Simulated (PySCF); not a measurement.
**UHF on Br²⁺ (bromine, charge +2)**

Configuration: [Ar] 3d10 4s2 4p3, high-spin 4S determinant. Calculation: PySCF 2.14, in cc-pVDZ-PP with ECP10MDF; a scalar-relativistic core potential.

| Quantity | Value |
| --- | --- |
| Total energy | -414.337276 hartree |
| One-electron energy | -708.6387 hartree |
| Hartree (Coulomb) energy | 323.5835 hartree |
| Exchange energy | -29.2821 hartree |
| ⟨S²⟩ | 3.7505 |
| ⟨L²⟩ | 0.000 |
| Sum of ⟨r⟩ | 19.11 bohr |
| Sum of ⟨r²⟩ | 24.82 bohr² |
| Time after the integrals | 0.03 s of wall time on 1 thread of Intel(R) Xeon(R) 6975P-C (shared host) |

```
shell  electrons  mean orbital energy (hartree)  rms radius, mean of both spins (bohr)
 3s α          1                      -10.75098                                  0.590
 3s β          1                      -10.71527                                  0.590
 3p α          3                       -8.49744                                  0.609
 3p β          3                       -8.45718                                  0.609
 3d α          5                       -4.04213                                  0.642
 3d β          5                       -4.01577                                  0.642
 4s α          1                       -1.94697                                   1.73
 4s β          1                       -1.59320                                   1.73
 4p α          3                       -1.29205                                   1.99
```

Energies and moments cover only the electrons outside the core potential.
